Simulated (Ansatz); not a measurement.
Cost and result for the atomization energy of C2H9NSi2 (`C[SiH2][SiH2]C=N`) (14 atoms, 13 bonds).

```xyz
14

C    -0.330    0.163    2.078
Si    0.387   -1.101    0.897
Si   -0.385   -0.782   -1.288
C     0.103    0.962   -1.850
N     0.666    1.734   -1.012
H    -0.043    1.164    1.752
H     0.041    0.000    3.092
H    -1.420    0.103    2.099
H     1.874   -1.037    0.878
H     0.010   -2.483    1.316
H     0.190   -1.758   -2.259
H    -1.869   -0.894   -1.399
H    -0.105    1.282   -2.883
H     0.883    2.646   -1.422
```

Total charge 0; spin multiplicity 1. All single points use the PBE0-D4/def2-TZVP geometry. It is one conformer, not always the lowest. Program: Ansatz. All runs use 4 threads of an Arm Neoverse V1 on a shared host. Times are those of one run each, without the atoms' runs, and a repeat can differ threefold. Electronic energies, without spin–orbit coupling; frozen cores. CCSD(T)/CBS adds CCSD(T) − MP2 in def2-TZVPP to the MP2 limit, and its time is that of the two runs behind it. T1 = 0.013. B3LYP takes the VWN-RPA correlation (the form of Gaussian; ORCA's B3LYP/G).

CCSD(T)/CBS is a level of theory with its own doubt, some kJ/mol a heavy atom from the limit and from the frozen cores, so smaller differences don't rank the functionals.

```json
{"level": "PBE-D4/def2-TZVPP (with forces)", "functions": "303", "wall time": "3.5 s", "atomization (kcal/mol)": "1176.1", "difference from CCSD(T)/CBS": "13.5", "per bond": "1.0"}
{"level": "PBE0-D4/def2-TZVPP", "functions": "303", "wall time": "4.8 s", "atomization (kcal/mol)": "1161.1", "difference from CCSD(T)/CBS": "-1.5", "per bond": "-0.1"}
{"level": "r2SCAN-D4/def2-TZVPP (with forces)", "functions": "303", "wall time": "7 s", "atomization (kcal/mol)": "1161.6", "difference from CCSD(T)/CBS": "-1.0", "per bond": "-0.1"}
{"level": "B3LYP-D4/def2-TZVPP (with forces)", "functions": "303", "wall time": "9 s", "atomization (kcal/mol)": "1166.2", "difference from CCSD(T)/CBS": "3.6", "per bond": "0.3"}
{"level": "B2PLYP/def2-TZVPP", "functions": "303", "wall time": "9.5 s", "atomization (kcal/mol)": "1149.2", "difference from CCSD(T)/CBS": "-13.4", "per bond": "-1.0"}
{"level": "ωB97X-V/def2-TZVPP", "functions": "303", "wall time": "12 s", "atomization (kcal/mol)": "1169.9", "difference from CCSD(T)/CBS": "7.3", "per bond": "0.6"}
{"level": "ωB97M-V/def2-TZVPP (with forces)", "functions": "303", "wall time": "18 s", "atomization (kcal/mol)": "1165.7", "difference from CCSD(T)/CBS": "3.1", "per bond": "0.2"}
{"level": "MP2/def2-QZVPP", "functions": "581", "wall time": "53 s", "atomization (kcal/mol)": "1153.0", "difference from CCSD(T)/CBS": "-9.6", "per bond": "-0.7"}
{"level": "CCSD(T)/def2-TZVPP", "functions": "303", "wall time": "15 min", "atomization (kcal/mol)": "1132.4", "difference from CCSD(T)/CBS": "-30.2", "per bond": "-2.3"}
{"level": "CCSD(T)/CBS(def2)", "functions": "–", "wall time": "16 min", "atomization (kcal/mol)": "1162.6", "difference from CCSD(T)/CBS": "0.0", "per bond": "0.0"}
```

From PBE to PBE0 (25 % exact exchange), in def2-TZVPP and without D4, the atomization energy moves by −14.0 kcal/mol: exact exchange takes away binding that semilocal exchange gives to molecules. The D4 term adds +12.0 kcal/mol with B3LYP and +6.4 kcal/mol with PBE0; it sums over pairs of atoms, weighted by their polarisabilities, and B3LYP, whose exchange is more repulsive, gets the larger term. In def2-TZVPP, CCSD(T) changes the Hartree–Fock value by +280.8 kcal/mol (the triples alone add +15.3 kcal/mol) and MP2 by +283.5 kcal/mol; breaking electron pairs costs correlation energy, which Hartree–Fock lacks.
